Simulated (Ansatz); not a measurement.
C₂H₇BOSi, SMILES `CB1C[SiH2]O1` at its PBE0-D4/def2-TZVP geometry, where that method's forces vanish. The species carries charge 0 and has multiplicity 1.

```
atom    x (Å)    y (Å)    z (Å)
  C1  -1.8960   0.4050   0.3102
  B2  -0.4436  -0.0670   0.0050
  C3   0.9755   0.6718   0.2082
 Si4   1.5258  -0.9475  -0.5087
  O5  -0.1326  -1.3007  -0.5340
  H6  -1.9978   0.6609   1.3703
  H7  -2.6480  -0.3442   0.0565
  H8  -2.1189   1.3265  -0.2385
  H9   1.2414   0.8926   1.2430
 H10   1.1201   1.5728  -0.3899
 H11   2.1050  -0.9691  -1.8768
 H12   2.2692  -1.9011   0.3549
```

Problem. For each bond, give half the difference of the two atoms' forces along it (eV/Å; positive pushes the atoms apart) under PBE-D4, r2SCAN-D4, B3LYP-D4, ωB97M-V in def2-TZVPP. (Estimate.)

Solution. Computed: 
```tsv
bond	length (Å)	PBE-D4	r2SCAN-D4	B3LYP-D4	ωB97M-V
C1–B2	1.557	-0.16	-0.06	-0.06	0.00
C1–H6	1.095	0.13	-0.01	-0.03	-0.06
C1–H7	1.091	0.12	-0.01	-0.03	-0.06
C1–H8	1.095	0.13	-0.01	-0.03	-0.06
B2–C3	1.613	-0.05	0.01	0.09	0.09
B2–O5	1.382	0.45	0.23	0.08	0.10
C3–Si4	1.854	0.06	0.02	0.20	0.12
C3–H9	1.091	0.10	-0.02	-0.06	-0.07
C3–H10	1.091	0.10	-0.02	-0.06	-0.07
Si4–O5	1.696	0.50	0.09	0.17	0.14
Si4–H11	1.486	0.00	-0.03	-0.16	-0.17
Si4–H12	1.486	0.00	-0.03	-0.16	-0.17
```

B3LYP here is the variant with VWN-RPA as its local correlation; programs differ in this.
